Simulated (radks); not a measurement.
Results of a calculation; reference values are marked as such.
The iridium ion Ir69+, 8 electrons, occupied as 1s1.5 2s2 2p4 3d0.5 (fractional occupations, a model configuration).

Code: a radial shooting solver on a logarithmic mesh with Libxc functionals. Model: scalar-relativistic Kohn-Sham, PBE, spin-polarised, spherical densities, point nucleus; open shells are filled with parallel spins first (spin-orbit coupling, left out, can overturn this in heavy ions).

Energy parts (hartree):
part                       energy
total                  -9383.0907
kinetic                10812.0402
electron-nucleus      -20598.5279
Hartree                  507.9863
exchange-correlation    -104.5894

Orbitals (lengths in bohr, moments of r in powers of bohr; r(90%) holds 90 % of the orbital's charge):
orbital  occ.  eigenvalue (hartree)  r(90%)      <r^2>
1s up       1             -3082.551  0.0317  0.0004152
1s down   0.5             -3075.904  0.0317  0.0004157
2s up       1             -732.3017   0.111   0.006031
2s down     1             -729.5602   0.111   0.006050
2p up       3             -671.9721   0.103   0.004941
2p down     1             -668.9894   0.104   0.004963
3d up     0.5             -275.8353   0.219    0.02407
3d down     0             -274.6177   0.220    0.02415

The highest occupied level is 3d up at -7505.9 eV. Spin moment in Bohr magnetons: 3.
